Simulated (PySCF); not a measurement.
Species: Si(CF3)4, C4F12Si.
Cartesian coordinates in Å at the PBE0-D3(BJ)/def2-SVP level; atoms count from 1:
```xyz
17
C4F12Si angstrom
Si    -0.0051   -0.0031    0.0044
C      0.0097    0.0136    1.9319
F     -1.1965   -0.2847    2.4214
F      0.3581    1.2174    2.3925
F      0.8811   -0.8791    2.4079
C      1.8060   -0.0689   -0.6515
F      2.6045    0.7061    0.0861
F      1.8668    0.3583   -1.9151
F      2.2868   -1.3136   -0.6128
C     -0.8509    1.6017   -0.6480
F     -1.9759    1.8526    0.0255
F     -1.1597    1.4853   -1.9420
F     -0.0427    2.6559   -0.5092
C     -0.9736   -1.5495   -0.6174
F     -0.5956   -2.6457    0.0452
F     -0.7543   -1.7554   -1.9185
F     -2.2873   -1.3916   -0.4403
```

Computed, not measured: TDDFT wB97X-D/def2-SVPD, vertical, gas phase, core orbitals frozen in the response in PySCF.

Transition dipole moments from the ground state, in atomic units and in the frame of the coordinates above (overall signs are arbitrary), for the states with f of 0.002 or more among the lowest 9:

| state | E (eV) | μx | μy | μz |
| --- | --- | --- | --- | --- |
| S7 | 9.356 | -0.381 | -0.698 | 0.643 |
| S8 | 9.366 | -0.650 | 0.696 | 0.350 |
| S9 | 9.377 | -0.676 | -0.288 | -0.711 |

(1) Work out the oscillator strengths.

(2) Which bond between heavy atoms lies closest to the direction of the S9 transition dipole?

(3) What angle do the transition dipoles of S8 and S9 make?

(4) How is the summed strength of these states shared among x, y and z?

Answers

(1) f = (2/3) ΔE |μ|² with ΔE in hartree (27.2114 eV).

| state | \|μ\|² (au) | \|μ\| (D) | f |
| --- | --- | --- | --- |
| S7 | 1.046 | 2.60 | 0.240 |
| S8 | 1.030 | 2.58 | 0.236 |
| S9 | 1.045 | 2.60 | 0.240 |

(2) C6–F7, at 19° from it; next C10–F12 at 32°.

(3) |cos θ| = |μa·μb| / (|μa| |μb|) = 0.01, so θ ≈ 89° (taken between 0 and 90°, since the signs are arbitrary).

(4) (2/3) Σ ΔE μα² gives 0.235 for x, 0.242 for y and 0.239 for z, 0.716 in all.
